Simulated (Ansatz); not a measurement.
Cost and result up the ladder for CdMe(OH) (CH4CdO) (7 atoms). Charge 0, multiplicity 1. Geometry: r2SCAN-D4/def2-TZVP.

Cartesian coordinates in Å:
```
Cd 0.456 0.565 -0.038
C -1.009 -0.915 -0.041
H -0.806 -1.640 0.748
H -1.020 -1.427 -1.003
H -1.986 -0.463 0.135
O 1.757 2.053 -0.095
H 2.608 1.827 0.294
```

Ansatz on 4 threads of AMD EPYC 7R43 on a shared host. Times are rough, and most runs start from the orbitals of an earlier one. PBE0-D4/def2-TZVP serves as the yardstick here, not as an exact answer. Differences are given only for rows in sets of like size (and for xTB, whose basis is part of the method), since another set adds its own error. Binding counts from free atoms at the same level (Cd singlet, C triplet, H doublet, O triplet; other spins of the atoms weren't run), without zero-point energy or a counterpoise term.

In the def2 sets Cd takes a core potential; there is no spin–orbit coupling. LC-ωPBE has ω = 0.4 bohr⁻¹. Correlated methods freeze 2 core orbitals; core or outer-core shells of Cd are correlated, in sets that lack core-valence functions.

Correlated methods converge slowly with the basis.

```
                            level  functions  wall time  binding energy per atom (eV)  difference from PBE0-D4/def2-TZVP (eV)
            LDA (SPW92)/def2-TZVP        126      0.6 s                          3.65                                    0.51
                  PBE-D4/def2-SVP         79      0.6 s                          3.21                                       –
                 PBE0-D4/def2-SVP         79     0.65 s                          3.14                                       –
                    MP2/def2-TZVP        126      0.8 s                          3.11                                   -0.03
                 PBE-D4/def2-TZVP        126     0.85 s                          3.21                                    0.07
              revPBE-D4/def2-TZVP        126     0.95 s                          3.12                                   -0.02
                BLYP-D4/def2-TZVP        126        1 s                          3.14                                   -0.01
               BHLYP-D4/def2-TZVP        126      1.1 s                          3.02                                   -0.12
                LC-ωPBE/def2-TZVP        126      1.2 s                          3.19                                    0.05
                PBE0-D4/def2-TZVP        126      1.4 s                          3.14                                    0.00
r2SCAN-D4/def2-TZVP (with forces)        126      1.8 s                          3.18                                    0.04
             r2SCANh-D4/def2-TZVP        126      1.9 s                          3.15                                    0.01
                 B97M-V/def2-TZVP        126      3.2 s                          3.13                                   -0.01
               CCSD(T)/def2-TZVPP        174       47 s                          3.10                                   -0.05
```
